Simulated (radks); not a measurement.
Task: Successive ionisation energies (eV) of one element, from differences of total energies of ions in their ground configurations, starting at charge 22: 998.44, 1050.4, 1155.7, 1203.6, 2925.9, 3072.9, 3222.2, 3373.6, 3591.0, 3748.6, 3969.9, 4093.6, 17303.5, 17838.8. Method: Dirac Kohn-Sham, relativistic LDA (MacDonald-Vosko exchange, VWN5 correlation), spin-unpolarised, spherical densities, finite nucleus; open shells fill j = l - 1/2 first; Fermi nuclear charge, rms radius 4.1884 fm; computed with a radial shooting solver on a logarithmic mesh with Libxc functionals. Which element is it?

Result: Krypton (Z = 36). The first species listed is Kr22+ in [Ne] 3s2 3p2, the last Kr35+ in 1s1.
